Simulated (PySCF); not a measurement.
Two structures of CH$_{7}$BrSi, closed shell, reached by relaxing down either side of one saddle point (PBE0-D4/def2-TZVP). Energies are electronic, without zero-point energy. Computed with PySCF 2.14 with density fitting (its default auxiliary sets; JK sets also for MP2 and CCSD(T)) (basis: def2-TZVPP and def2-QZVPP); correlated methods freeze the cores. Filled d shells of the heavier atoms are correlated. The def2 sets are not built for correlating such inner shells, so the correlated values are less sure here. Extrapolation: Hartree–Fock as exp(−7.88 √X), correlation as X^−2.97. First:

```
10
angstrom
Si -0.3790 -0.3745 -0.9498
H 0.4833 0.7950 -1.3045
H -0.1500 -1.4152 -1.9862
H -1.7928 0.0779 -1.0259
C 0.0461 -1.0002 0.7569
H 0.6692 2.2380 0.0120
Br 0.6815 3.0746 1.1680
H -0.5885 -1.8483 1.0231
H -0.0989 -0.2176 1.5047
H 1.0869 -1.3274 0.8027
```

Second:

```
10
angstrom
Si -0.9365 0.2893 -0.0281
H 2.4428 0.5771 -2.4314
H -0.6864 -0.0778 -1.4428
H -2.3857 0.5280 0.1759
C -0.2770 -0.9925 1.1442
H 2.1084 0.9920 -1.9081
Br 0.0973 2.2328 0.3312
H -0.7844 -1.9464 0.9749
H -0.4431 -0.6916 2.1803
H 0.7942 -1.1387 0.9933
```

Q: Which bonds change from the first to the second?

A: CH₆Si ([CH3][SiH3]) + HBr → CH₅BrSi ([CH3][SiH2][Br]) + H₂; bonds formed: Si1–Br7, H2–H6; bonds broken: Si1–H2, H6–Br7.

Q: Give the saddle point's structure and its height above each. (To be estimated.)

A: By the calculation: 33.91 kcal/mol above the first and 52.33 kcal/mol above the second (CCSD(T) at an estimated basis limit (MP2 extrapolated from triple and quadruple zeta, plus CCSD(T) − MP2 in triple zeta)).
```csv
atom,x (Å),y (Å),z (Å)
Si1,-0.4085,0.0615,-0.5751
H2,0.9110,0.7393,-1.4678
H3,-0.3057,-0.8829,-1.7365
H4,-1.6702,0.7918,-0.7815
C5,-0.0079,-0.9344,0.9309
H6,0.8675,1.3277,-0.8251
Br7,0.3507,2.3026,0.7723
H8,-0.3730,-1.9562,0.7951
H9,-0.4395,-0.4794,1.8212
H10,1.0755,-0.9699,1.0665
```

No T1 diagnostic of these runs exceeds 0.010.

Labels in which every atom is bracketed show which atoms are joined, not bond orders.

For scale, one of the runs: CCSD(T)/def2-TZVPP, 219 basis functions, launched by `OMP_NUM_THREADS=4 python run.py`. Time: 19 min of wall clock on 4 CPU threads of an AMD EPYC; the host was shared. Peak host memory: 3.9 GiB.
